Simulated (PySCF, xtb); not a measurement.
C₂H₅I, SMILES CCI (connectivity only; charge and spin as stated), charge +1, multiplicity 2.

Harmonic wavenumbers (cm⁻¹) from GFN2-xTB run with xtb at its own minimum, in rising order: 175, 260, 484, 588, 886, 978, 1037, 1082, 1133, 1254, 1257, 1347, 1394, 2820, 2861, 2927, 2962, 3017.

Task: What does PySCF 2.14.0 with r2SCAN-D4/def2-SVP give at its own minimum? (The exact figures need the calculation; the answer reports its results.)

Result: 230, 242, 381, 558, 889, 922, 1083, 1181, 1194, 1366, 1395, 1422, 1456, 3030, 3032, 3051, 3132, 3179. Paired by order, the mean absolute difference is 94 cm⁻¹ and the zero-point energies are 37.8 and 39.7 kcal/mol.
